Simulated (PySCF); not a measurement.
Working out the excitation energy of Se

Se [Ar] 3d10 4s2 4p4 (3P) → Se [Ar] 3d10 4s1 4p5 (3P). All numbers are calculated (PySCF 2.14, the spin-free X2C one-electron Hamiltonian (Gaussian nucleus), in aug-cc-pVDZ-DK (6s5p3d, 36 functions)). Frozen: [Ar] 3d10. Energies in hartree (1 hartree = 27.21139 eV):

| part | Se (lower) | Se (upper) |
| --- | --- | --- |
| UHF | -2427.961290 | -2427.529385 |
| CCSD correlation | -0.091754 | -0.170069 |
| (T) | -0.001513 | -0.012613 |

Problem. What does Hartree-Fock give?

Solution. (-2427.529385) − (-2427.961290) = 0.431905 hartree = 11.753 eV.

Problem. What do CCSD and CCSD(T) give?

Solution. The CCSD correlation energies differ by -0.078315 hartree = -2.131 eV and the triples by -0.011100 hartree = -0.302 eV, so CCSD gives 9.622 eV and CCSD(T) 9.320 eV.

A double-zeta basis recovers only part of the correlation energy.

The coupled-cluster amplitudes are large, so a single reference is strained.
